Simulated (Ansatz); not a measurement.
Z-matrix (Å, degrees):
```
Si
O 1 1.636
O 1 1.645 2 103.9
N 1 1.687 2 114.8 3 126.4
C 1 1.916 2 110.0 3 -118.2
H 2 0.959 1 116.4 3 9.2
H 3 0.958 1 116.5 2 161.4
H 4 1.005 1 125.1 2 -43.9
H 4 1.008 1 117.7 2 112.7
O 5 1.210 1 121.5 2 -122.8
H 5 1.117 1 119.8 2 57.3
```

The species carries charge 0 and has multiplicity 1.

**Question.** List the CAM-B3LYP/def2-TZVPP orbital energies in eV (the Gaussian-basis code of Ansatz). (Estimate.)

**Answer.** Ansatz gave: Occupied: -1801.94, -522.77, -522.74, -522.62, -391.06, -280.96, -146.33, -101.69, -101.67, -101.66, -30.94, -30.18, -29.47, -25.50, -19.02, -17.37, -16.42, -15.96, -14.85, -14.22, -13.73, -12.82, -12.32, -12.14, -11.60, -11.16, -9.45, -8.32. Lowest empty: -0.18, 1.36, 2.25, 2.52, 3.04, 3.47, 3.82, 4.72.
